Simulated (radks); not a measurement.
Zr III, configuration [Kr] 4d2 (the NIST ground configuration). All-electron calculation, non-relativistic Kohn-Sham, LDA (Slater exchange, Perdew-Wang correlation), spin-unpolarised, spherical densities, point nucleus; relativity is left out, which matters for an element this heavy. Program: a radial shooting solver on a logarithmic mesh with Libxc functionals. Some entries of the table are withheld. Estimate them.

orbital  occ.  eigenvalue (eV)  r(max) (bohr)
1s          2        -17410.67        0.02525
2s          2              (1)         0.1415
2p          6              (2)         0.1114
3s          2        -401.7341         0.4194
3p          6        -327.8265            (3)
3d         10        -192.5836         0.3465
4s          2         -66.6311          1.100
4p          6         -46.6655          1.186
4d          2         -17.7719          1.553

Answer. 
(1) 2s eigenvalue (eV): -2388.346
(2) 2p eigenvalue (eV): -2191.700
(3) 3p r(max) (bohr): 0.4071
